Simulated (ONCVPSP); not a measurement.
**What the settings do to the ONCV potential of lead (Pb)**

Base potential:

ONCVPSP 4.0.1 input, shortened (lines: element, Z, core and valence counts, functional; n l f; lmax; l rc ep ncon nbas qcut; lloc lpopt rc5 dvloc0; l nproj debl; icmod fcfact rcfact), LDA (Perdew-Wang 92), scalar-relativistic:

```
  Pb 82.00   13    2  -001012      upf
    1    0    2.00
    2    0    2.00
    2    1    6.00
    3    0    2.00
    3    1    6.00
    3    2   10.00
    4    0    2.00
    4    1    6.00
    4    2   10.00
    4    3   14.00
    5    0    2.00
    5    1    6.00
    5    2   10.00
    6    0    2.00
    6    1    1.00
    1
    0    2.05    0.00    4    8    3.10
    1    2.50    0.00    4    7    3.50
    4    4    1.80    3.00
    0    3    2.20
    1    2    2.70
    3    2.00    1.10
```

All-electron outer shells of the reference configuration (LDA (PZ), scalar-relativistic, ld1.x):

| shell | level (eV) | outermost node (bohr) | outermost maximum (bohr) |
| --- | --- | --- | --- |
| 5p | -93.73 | 0.49 | 0.88 |
| 5d | -29.03 | 0.52 | 1.07 |
| 6s | -19.59 | 1.01 | 1.95 |
| 6p | -10.15 | 1.18 | 2.50 |

Cutoffs, loose and tight: the cutoffs (Ha) at which the residual kinetic energy of the hardest occupied pseudo-wave falls to 1 and 0.1 mHa per electron. They do not see the model core or the augmentation charge, which bear on the density cutoff. Test errors are all-electron minus pseudo excitation energies from the reference, over the configurations 6s2 6p2; 6s2 6p0; 6s1 6p0; 6s0 6p4. A dash means not determined; rows that change the core or the reference have their own tests.

A true bound ghost makes a file unfit for plane-wave use even where its test errors are small: the radial tests pick states by their node count and pass the ghost by.

| change | outcome | cutoff, loose | cutoff, tight | bound ghosts | GHOST(+) flags above zero | largest test error (meV) |
| --- | --- | --- | --- | --- | --- | --- |
| base | generated | 17 Ha | 38 Ha | none | s | +86 |
| all radii but the core radius scaled by about 0.76 (s 1.56, p 1.92 bohr); local potential polynomial inside 1.38 bohr (lpopt 4, dvloc0 3 Ha) | failed: optimize: ERROR ps0norm > uunorm, code will stop | – | – | – | – | – |
| all radii but the core radius scaled by about 0.86 (s 1.76, p 2.14 bohr); local potential polynomial inside 1.54 bohr (lpopt 4, dvloc0 3 Ha) | generated | 11 Ha | 33 Ha | s | s, p | +88 |
| all radii but the core radius scaled by about 1.03 (s 2.12, p 2.58 bohr); local potential polynomial inside 1.86 bohr (lpopt 4, dvloc0 3 Ha) | generated | 16 Ha | 36 Ha | none | s | +84 |
| all radii but the core radius scaled by about 1.20 (s 2.46, p 3.00 bohr); local potential polynomial inside 2.16 bohr (lpopt 4, dvloc0 3 Ha) | generated | 6.5 Ha | 26 Ha | none | s | +39 |
| all radii but the core radius scaled by about 1.24 (s 2.54, p 3.10 bohr); local potential polynomial inside 2.24 bohr (lpopt 4, dvloc0 3 Ha) | generated | 5.5 Ha | 23 Ha | none | s | +25 |

**Question.** What comes out with this change to the base: all radii but the core radius scaled by about 1.12 (s 2.28, p 2.80 bohr); local potential polynomial inside 2.00 bohr (lpopt 4, dvloc0 3 Ha)?

**Answer.** outcome: generated; cutoff, loose: 9.9 Ha; cutoff, tight: 31 Ha; bound ghosts: none; GHOST(+) flags above zero: s; largest test error (meV): +66.

**Question.** What comes out with this change to the base: all radii but the core radius scaled by about 1.33 (s 2.72, p 3.32 bohr); local potential polynomial inside 2.38 bohr (lpopt 4, dvloc0 3 Ha)?

**Answer.** outcome: generated; cutoff, loose: 4.4 Ha; cutoff, tight: 18 Ha; bound ghosts: none; GHOST(+) flags above zero: none; largest test error (meV): -17.

**Question.** What comes out with this change to the base: all radii but the core radius scaled by about 0.94 (s 1.92, p 2.34 bohr); local potential polynomial inside 1.68 bohr (lpopt 4, dvloc0 3 Ha)?

**Answer.** outcome: generated; cutoff, loose: 12 Ha; cutoff, tight: 40 Ha; bound ghosts: s; GHOST(+) flags above zero: s; largest test error (meV): +91.

Reading the sweep of the scale of all radii but the core radius (base = 1) (base included, trends over the rows without a ghost): The loose cutoff falls from 17 Ha at 1 to 4.4 Ha at 1.33. A larger radius leaves more room for a smooth pseudo-wave, so fewer plane waves are needed; a smaller one forces it to follow the all-electron wave where it bends sharply. The median size of the test errors (rows with all tests solved) falls from 47.3 meV at 1 to 12.3 meV at 1.33. This runs against the usual rule that a larger radius transfers worse; these runs do not show why. Bound ghosts are found at 0.86, 0.94. The generation fails at 0.76.
